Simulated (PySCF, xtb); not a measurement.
Sn(H)2(Cl)(NH2) (ClH4NSn), SMILES [NH2][SnH2][Cl]. The values are those of a single conformer.

Harmonic wavenumbers (cm⁻¹) from GFN2-xTB run with xtb at its own minimum, in rising order: 129, 142, 325, 364, 436, 486, 532, 636, 674, 762, 1443, 1481, 1663, 3418, 3449.

What does PySCF with B3LYP-D3(BJ)/def2-SVP give at its own minimum? (An estimate is asked for; the answer gives what the named calculation found.)

142, 197, 353, 385, 537, 542, 615, 675, 679, 861, 1541, 1929, 1945, 3505, 3598. Paired by order, the mean absolute difference is 104 cm⁻¹ and the zero-point energies are 22.8 and 25.0 kcal/mol.
